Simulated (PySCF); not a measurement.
**Electron correlation in Ar²⁺ (argon, charge +2)**

[Ne] 3s1 3p4 3d1, one real determinant (an excited configuration). Computed with PySCF 2.14 in aug-cc-pCVTZ-DK (8s7p5d3f, 75 functions), with scalar relativity by spin-free X2C-1e. Frozen: 1s2; 14 electrons correlated.

| level | correlation energy (mhartree) |
| --- | --- |
| CCSD | -465.20 |
| (T) | -16.65 |
| CCSD(T) | -481.85 |

Diagnostics: T1 = 0.0069, D1 = 0.0289, largest double amplitude 0.199.

The real determinant used has ⟨L²⟩ near 8 against 12 for a pure F term, so it mixes terms. The outer electron is Rydberg-like, and this basis confines it to a smaller radius and binds it less than a complete one would. A double-excitation amplitude exceeds 0.15, a sign of near-degeneracy.

Cost of the coupled-cluster step: about 21 core-seconds, for 14 correlated electrons.

Iterations:

```
CC2 = 0
CCSD nocc = (np.int64(9), np.int64(5)), nmo = (74, 74)
frozen orbitals [[0], [0]]
max_cycle = 100
direct = 0
conv_tol = 1e-08
conv_tol_normt = 1e-06
diis_space = 8
diis_start_cycle = 0
Init t2, MP2 energy = -0.417396759093453
Init E_corr(UCCSD) = -0.417396759097267
cycle = 1  E_corr(UCCSD) = -0.439069292474651  dE = -0.0216725334  norm(t1,t2) = 0.0744373
cycle = 2  E_corr(UCCSD) = -0.447793400806179  dE = -0.00872410833  norm(t1,t2) = 0.0477512
cycle = 3  E_corr(UCCSD) = -0.459589859758676  dE = -0.011796459  norm(t1,t2) = 0.0353762
cycle = 4  E_corr(UCCSD) = -0.461508669217342  dE = -0.00191880946  norm(t1,t2) = 0.0200136
cycle = 5  E_corr(UCCSD) = -0.466135484778251  dE = -0.00462681556  norm(t1,t2) = 0.010474
cycle = 6  E_corr(UCCSD) = -0.464864430339084  dE = 0.00127105444  norm(t1,t2) = 0.00296711
cycle = 7  E_corr(UCCSD) = -0.464943505078642  dE = -7.90747396e-05  norm(t1,t2) = 0.0019186
cycle = 8  E_corr(UCCSD) = -0.465177704629791  dE = -0.000234199551  norm(t1,t2) = 0.00507728
cycle = 9  E_corr(UCCSD) = -0.465208172037579  dE = -3.04674078e-05  norm(t1,t2) = 0.000316092
cycle = 10  E_corr(UCCSD) = -0.465192363236956  dE = 1.58088006e-05  norm(t1,t2) = 0.000121557
cycle = 11  E_corr(UCCSD) = -0.465194099282384  dE = -1.73604543e-06  norm(t1,t2) = 3.91831e-05
cycle = 12  E_corr(UCCSD) = -0.465195352569601  dE = -1.25328722e-06  norm(t1,t2) = 1.1435e-05
cycle = 13  E_corr(UCCSD) = -0.465195267330265  dE = 8.52393356e-08  norm(t1,t2) = 2.69219e-06
cycle = 14  E_corr(UCCSD) = -0.465195243787316  dE = 2.35429496e-08  norm(t1,t2) = 7.79207e-07
cycle = 15  E_corr(UCCSD) = -0.465195282108664  dE = -3.83213482e-08  norm(t1,t2) = 2.60767e-07
cycle = 16  E_corr(UCCSD) = -0.465195283179432  dE = -1.07076775e-09  norm(t1,t2) = 1.22175e-07
UCCSD converged
E(UCCSD) = -526.4230384589082  E_corr = -0.4651952831794316
UCCSD(T) correction = -0.0166487292139992
```

The reference is one real determinant that mixes LS terms of this configuration.
